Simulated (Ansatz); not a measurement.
Process, species as SMILES: CNB(C)C [N-dimethylboranylmethanamine] -> [CH2]B(C)NC + H atom (the C-H bond at the site shown breaks; other sites are not compared here)
Structures are relaxed separately at B3LYP-D3(BJ)/def2-TZVP in Ansatz (a quantum-chemistry and plane-wave program), one conformer each, not searched for the lowest.

Property: bond dissociation energy (electronic energy difference), in kJ/mol. Cores are frozen in the correlated levels unless marked. UHF or UKS for open shells. No spin-orbit coupling. No relativistic terms. CBS(X,Y): correlation extrapolated as X^-3; Hartree-Fock from the larger set.

```
level             program  bond dissociation energy (kJ/mol)
----------------  -------  ---------------------------------
HF/cc-pVTZ         Ansatz                              324.8
SVWN5/def2-TZVPD   Ansatz                              468.4
```

Problem. What does CCSD(T)/CBS(cc-pVTZ,cc-pVQZ) (Ansatz) give?

Solution. 435.5 kJ/mol, so SVWN5/def2-TZVPD differs from it by 32.9 kJ/mol.
